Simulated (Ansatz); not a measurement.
Gas-phase electronic energies from Ansatz, PBE0-D4/def2-TZVP geometries. CCSD(T)/CBS adds triple-zeta CCSD(T) − MP2 to the extrapolated MP2 energy (def2 sets, frozen cores). This one scheme is used for every species. def2 core potentials past Kr. For Sn outer-core shells are correlated without core-valence functions, which leaves a few kJ/mol of doubt a bond.

Consider the β-hydride elimination: `C[CH2][SnH3]` → `[SnH4]` + ethylene.

| species | CCSD(T)/CBS(def2) energy (Eh) |
| --- | --- |
| `C[CH2][SnH3]` | -294.92046 |
| `[SnH4]` | -216.39156 |
| `C=C` | -78.48111 |

Problem. Work out ΔE.

Solution. ΔE = (-216.39156) + (-78.48111) − (-294.92046) = 0.04779 Eh = +30.0 kcal/mol.

Problem. What do rigid-rotor, harmonic-oscillator terms from PBE0-D4/def2-TZVP frequencies (298.15 K, 1 bar) make of the CCSD(T)/CBS value? (An estimate is asked.)

Solution. Ansatz gave: ΔZPE = -4.9 kcal/mol, ΔH = +25.9 kcal/mol, ΔS = 120 J/(mol·K), ΔG = +17.3 kcal/mol.

Largest T1 diagnostic among the species: 0.013.

From PBE to PBE0 (25 % exact exchange), in def2-TZVPP and without D4, ΔE moves by +2.1 kcal/mol. The D4 term adds +3.2 kcal/mol with B3LYP and +1.7 kcal/mol with PBE0; it sums over pairs of atoms, weighted by their polarisabilities, and B3LYP, whose exchange is more repulsive, gets the larger term. In def2-TZVPP, CCSD(T) changes the Hartree–Fock value by +7.8 kcal/mol (the triples alone add +0.4 kcal/mol) and MP2 by +11.6 kcal/mol.

B3LYP here is the variant with VWN-RPA as its local correlation; programs differ in this.
